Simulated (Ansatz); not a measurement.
Consider the formal exchange of groups at a B–Sb bond: `C[BH][SbH2]` + `N[SiH]1C=N1` → `CB[Si]1(N)C=N1` + `[SbH3]`.

Computed with Ansatz on PBE0-D4/def2-TZVP structures; ΔE is electronic, products minus reactants. CCSD(T)/CBS adds triple-zeta CCSD(T) − MP2 to the extrapolated MP2 energy (def2 sets, frozen cores). Functionals use def2-TZVPP. def2 core potentials past Kr. For Sb outer-core shells are correlated without core-valence functions, which leaves a few kJ/mol of doubt a bond. One conformer a species, not always the lowest.

`C[BH][SbH2]`:

```xyz
9

C     1.163   -0.667   -0.154
B    -0.363   -0.559    0.101
Sb   -1.343    1.226    1.004
H     1.273   -0.642   -1.250
H     1.570   -1.638    0.147
H     1.782    0.134    0.250
H    -1.072   -1.496   -0.135
H    -2.618    1.279   -0.124
H    -0.392    2.364    0.162
```

`N[SiH]1C=N1`:

Cartesian coordinates in Å:
```
N 0.964 -1.094 -0.253
Si -0.327 -0.008 -0.397
C -0.891 1.044 0.900
N -0.194 1.705 0.037
H 1.642 -1.047 0.489
H 1.276 -1.645 -1.034
H -1.139 -0.385 -1.567
H -1.331 1.428 1.825
```

`CB[Si]1(N)C=N1`:

Cartesian coordinates in Å:
```
C 0.151 2.098 -0.738
B -0.027 1.144 0.475
Si -0.104 -0.827 0.367
N -0.114 -1.523 -1.194
C 0.374 -1.845 1.765
N -0.891 -1.747 1.718
H 0.753 2.981 -0.508
H 0.509 1.640 -1.662
H -0.860 2.490 -0.943
H -0.155 1.604 1.575
H -0.571 -1.058 -1.961
H -0.062 -2.518 -1.336
H 0.996 -2.437 2.442
```

`[SbH3]`:

Cartesian coordinates in Å:
```
Sb -0.246 -0.676 -0.055
H 1.185 -0.237 0.767
H -1.107 0.605 0.676
H 0.168 0.307 -1.388
```

Question: Is it downhill or uphill in electronic energy at CCSD(T)/CBS, and by how much? (Estimate.)

Answer: Computed: Uphill: ΔE = +0.23 eV.

Question: What do these levels give: PBE0-D4, ωB97X-V, MP2/def2-TZVPP, CCSD/def2-TZVPP, MP2/def2-QZVPP, SCS-MP2/def2-QZVPP? (Best estimate.)

Answer: The calculation gave: PBE0-D4 0.09, ωB97X-V 0.17, MP2/def2-TZVPP 0.27, CCSD/def2-TZVPP 0.20, MP2/def2-QZVPP 0.31, SCS-MP2/def2-QZVPP 0.29 eV.

Largest T1 diagnostic among the species: 0.018.

In def2-TZVPP, CCSD(T) changes the Hartree–Fock value by −0.15 eV (the triples alone add −0.03 eV) and MP2 by −0.04 eV. From PBE to PBE0 (25 % exact exchange), in def2-TZVPP and without D4, ΔE moves by +0.12 eV.
